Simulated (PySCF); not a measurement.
## Ionisation energy of Ge²⁺ by level of theory

Ge²⁺ [Ar] 3d10 4s2 (1S) → Ge³⁺ [Ar] 3d10 4s1 (2S), as a difference of total energies. All numbers are calculated (PySCF 2.14, the spin-free X2C one-electron Hamiltonian (Gaussian nucleus), in aug-cc-pVDZ-DK). Correlated levels: valence: [Ar] 3d10 frozen. The calculations carry no spin-orbit coupling.

```json
{"method": "UHF", "ionisation energy (eV)": "32.267"}
{"method": "TPSS", "ionisation energy (eV)": "34.113"}
{"method": "BP86", "ionisation energy (eV)": "34.584"}
{"method": "MP2 (valence)", "ionisation energy (eV)": "32.966"}
{"method": "SCS-MP2 (valence)", "ionisation energy (eV)": "33.106"}
{"method": "CCSD (valence)", "ionisation energy (eV)": "33.302"}
```

Errors of the correlated levels include the incompleteness of this basis and the frozen core.

With two correlated electrons CCSD is exact in that space.

**Question.** Which method comes closest to the reference value, and which is furthest?

**Answer.** The reference is 34.058 eV (measured; NIST Atomic Spectra Database, ionization energies). Closest: TPSS (error 0.055 eV); furthest: UHF (error -1.791 eV).
